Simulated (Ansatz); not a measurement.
Total energies of `CB(Br)Br`.

```xyz
7

C    -0.627    0.330    0.325
B     0.640   -0.295   -0.315
Br    0.564   -2.042   -1.091
Br    2.311    0.629   -0.358
H    -1.435    0.366   -0.414
H    -0.990   -0.319    1.129
H    -0.464    1.331    0.723
```

The species carries charge 0 and has multiplicity 1. Correlated methods include outer-core shells of Br, which these sets cover unevenly. Scalar relativity is left out up to krypton. All single points use the PBE0-D4/def2-TZVP geometry. Basis def2-TZVPP, the Gaussian-basis code of Ansatz.

RPA on PBE orbitals: Hartree–Fock energy of these orbitals -5209.18827 Eh, correlation -1.28072 Eh (frozen core).

```
             functional  energy without D4 (Eh)  D4 term (kJ/mol)
                    PBE             -5212.30477             -17.1
                 revPBE             -5212.71437             -47.2
                   BLYP             -5213.18719             -37.4
                 r2SCAN             -5213.10756              -3.8
                 B97M-V             -5212.26826                 –
                  B3LYP             -5213.23893             -28.2
                r2SCANh             -5213.10481              -4.2
                r2SCAN0             -5213.10182              -4.7
HSE06 (plane-wave form)             -5212.50278             -13.7
              CAM-B3LYP             -5213.38505             -15.0
                LC-ωPBE             -5212.41953                 –
                ωB97X-V             -5212.68994                 –
                 B2PLYP             -5212.34737                 –
               PBE-QIDH             -5211.87277                 –
```

(1) Give the same for LDA (SPW92), PBE0, BHLYP, ωB97M-V. (An estimate is asked.)

B3LYP takes the VWN-RPA correlation (the form of Gaussian; ORCA's B3LYP/G). HSE06 is the plane-wave form, built on full-range PBE exchange. The double hybrids freeze the cores in their second-order part.

Answers

(1) Ansatz gave: 
```tsv
functional	energy without D4 (Eh)	D4 term (kJ/mol)
LDA (SPW92)	-5205.40023	–
PBE0	-5212.49815	-14.5
BHLYP	-5213.12210	-23.6
ωB97M-V	-5212.85554	–
```

LC-ωPBE has ω = 0.4 bohr⁻¹.
